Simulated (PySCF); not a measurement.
Hf(Cl)(SH)3 (ClH₃HfS₃), SMILES [Cl][Hf]([SH])([SH])[SH], multiplicity 1. Atoms are numbered in the order given.

```xyz
8

Hf     0.0520    -0.0149    -0.0122
Cl     2.1637    -1.0267     0.0484
S     -0.0340     1.9352     1.4355
H     -1.3122     1.6520     1.7855
S     -0.5971     0.6583    -2.2459
H     -1.0363     1.8570    -1.7920
S     -1.6946    -1.5341     0.7031
H     -0.9672    -1.9292     1.7789
```

Geometry: PBE0-D3(BJ)/def2-SVP. The multiplicity is an assumed one; no other spin state was optimised. The structure was generated by enumeration; whether it is a known compound was not checked. The def2 effective core potentials stand for the cores of Hf; spin–orbit coupling is left out. The values are those of a single conformer.

Method: B3LYP/def2-TZVP (PySCF).

Atomic charges (e):

```tsv
atom	Löwdin	Mulliken
Hf1	-0.37	1.02
Cl2	0.07	-0.33
S3	0.02	-0.40
H4	0.07	0.17
S5	0.04	-0.40
H6	0.07	0.17
S7	0.04	-0.39
H8	0.06	0.16
```
